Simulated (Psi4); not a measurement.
C2H8GaN (SMILES [CH3][Ga]([CH3])[NH2]), singlet, at a GFN2-xTB geometry (such geometries of metal compounds can be far from the true shape), with bond 3-2 at 1.6 times its length; Psi4 1.11 with M06-2X/def2-SV(P).

Psi4 was given this input:
```
memory 2 GB

molecule {
0 1
  Ga   -0.00709451    0.00460620   -0.00714112
  C    -1.47199618   -1.39543412   -0.17665421
  H    -0.77990732   -2.96222441   -0.52737496
  H    -2.17872222   -1.14504898   -0.97070797
  H    -2.02896157   -1.48152489    0.75972005
  C     0.13033080    1.80004736   -0.94945224
  H     0.26125667    1.66657442   -2.02620221
  H     0.98208639    2.36703510   -0.56726568
  H    -0.77564079    2.39282419   -0.80161230
  N     1.35270193   -0.41356163    1.13700129
  H     2.15140436    0.17015384    1.35088087
  H     1.42902616   -1.27087592    1.67004633
}

set basis def2-sv(p)
set cholesky_tolerance 1e-3
set scf_type cd

energy('m06-2x')
print_variables()
```

It wrote (shortened):

```
   => Loading Basis Set <=

    Name: DEF2-SV(P)
    Role: ORBITAL
    Keyword: BASIS

         ---------------------------------------------------------
                                   SCF
               by Justin Turney, Rob Parrish, Andy Simmonett
                          and Daniel G. A. Smith
                              RKS Reference
         ---------------------------------------------------------

  ==> Geometry <==

    Molecular point group: c1
    Full point group: C1

    Geometry (in Angstrom), charge = 0, multiplicity = 1:

       Center              X                  Y                   Z               Mass
    ------------   -----------------  -----------------  -----------------  -----------------
         GA          -0.019323248421     0.012288833090    -0.014053025806    68.925573500000
         C           -1.484224918421    -1.387751486910    -0.183566115806    12.000000000000
         H           -0.792136058421    -2.954541776910    -0.534286865806     1.007825032230
         H           -2.190950958421    -1.137366346910    -0.977619875806     1.007825032230
         H           -2.041190308421    -1.473842256910     0.752808144194     1.007825032230
         C            0.118102061579     1.807729993090    -0.956364145806    12.000000000000
         H            0.249027931579     1.674257053090    -2.033114115806     1.007825032230
         H            0.969857651579     2.374717733090    -0.574177585806     1.007825032230
         H           -0.787869528421     2.400506823090    -0.808524205806     1.007825032230
         N            1.340473191579    -0.405878996910     1.130089384194    14.003074004430
         H            2.139175621579     0.177836473090     1.343968964194     1.007825032230
         H            1.416797421579    -1.263193286910     1.663134424194     1.007825032230

  Running in c1 symmetry.

  Rotational constants: A =      0.18621  B =      0.14400  C =      0.08456 [cm^-1]
  Rotational constants: A =   5582.32583  B =   4316.88284  C =   2534.96348 [MHz]
  Nuclear repulsion =  269.829986497963603

  Charge       = 0
  Multiplicity = 1
  Electrons    = 58
  Nalpha       = 29
  Nbeta        = 29

  ==> Algorithm <==

  SCF Algorithm Type is CD.
  DIIS enabled.
  MOM disabled.
  Fractional occupation disabled.
  Guess Type is SAD.
  Energy threshold   = 1.00e-06
  Density threshold  = 1.00e-06
  Integral threshold = 1.00e-12

  ==> Primary Basis <==

  Basis Set: DEF2-SV(P)
    Blend: DEF2-SV(P)
    Number of shells: 46
    Number of basis functions: 90
    Number of Cartesian functions: 96
    Spherical Harmonics?: true
    Max angular momentum: 2

  ==> DFT Potential <==

   => LibXC <=

    Version 7.1.2
    S. Lehtola, C. Steigemann, M. J. T. Oliveira, and M. A. L. Marques,  SoftwareX 7, 1–5 (2018) (10.1016/j.softx.2017.11.002)

   => Composite Functional: M06-2X <=

    Hybrid M06-2X Meta-GGA XC Functional  (10.1007/s00214-007-0310-x)
    Y. Zhao and D. G. Truhlar,  Theor. Chem. Acc., 120, 215, 2008

    Deriv               =              1
    GGA                 =           TRUE
    Meta                =           TRUE

    Exchange Hybrid     =           TRUE
    MP2 Hybrid          =          FALSE

   => Exchange Functionals <=

    1.0000   XC_HYB_MGGA_X_M06_2X

   => Exact (HF) Exchange <=

    0.5400               HF

   => Correlation Functionals <=

    1.0000   XC_MGGA_C_M06_2X

   => LibXC Density Thresholds  <==

    XC_MGGA_C_M06_2X:  1.00E-12
    XC_HYB_MGGA_X_M06_2X:  1.00E-15

   => Molecular Quadrature <=

    Radial Scheme          =       TREUTLER
    Pruning Scheme         =           NONE
    Nuclear Scheme         =       TREUTLER

    Blocking Scheme        =         OCTREE
    BS radius alpha        =              1
    Pruning alpha          =              1
    Radial Points          =             75
    Spherical Points       =            302
    Total Points           =         259576
    Total Blocks           =           1952
    Max Points             =            256
    Max Functions          =             88
    Weights Tolerance      =       1.00E-15

  ==> Integral Setup <==

Traceback (most recent call last):
  File "psi4", line 375, in <module>
  File "<string>", line 34, in <module>
  File "site-packages/psi4/driver/driver.py", line 533, in energy
  File "site-packages/psi4/driver/procrouting/proc.py", line 2760, in run_scf
  File "site-packages/psi4/driver/procrouting/proc.py", line 2047, in scf_helper
  File "site-packages/psi4/driver/procrouting/scf_proc/scf_iterator.py", line 82, in scf_compute_energy
  File "site-packages/psi4/driver/procrouting/scf_proc/scf_iterator.py", line 200, in scf_initialize
  File "site-packages/psi4/driver/procrouting/scf_proc/scf_iterator.py", line 128, in initialize_jk

RuntimeError:
Fatal Error: Not enough memory for CD.
The most recent 5 function calls were:

psi::PsiException::PsiException(std::__cxx11::basic_string<char, std::char_traits<char>, std::allocator<char> >, char const*, int)
psi::DiskDFJK::preiterations()

Printing out the relevant lines from the Psithon --> Python processed input file:
    """)
    core.IO.set_default_namespace("")
    core.set_global_option("BASIS", "def2-sv(p)")
    core.set_global_option("CHOLESKY_TOLERANCE", 1e-3)
    core.set_global_option("SCF_TYPE", "cd")
--> energy('m06-2x')
    print_variables()

!----------------------------------------------------------------------------------!
!                                                                                  !
! Fatal Error: Not enough memory for CD.                                           !
! The most recent 5 function calls were:                                           !
! psi::PsiException::PsiException(std::__cxx11::basic_string<char,                 !
!     std::char_traits<char>, std::allocator<char> >, char const*, int)            !
! psi::DiskDFJK::preiterations()                                                   !
!                                                                                  !
!----------------------------------------------------------------------------------!
```

The input was rejected before any calculation.
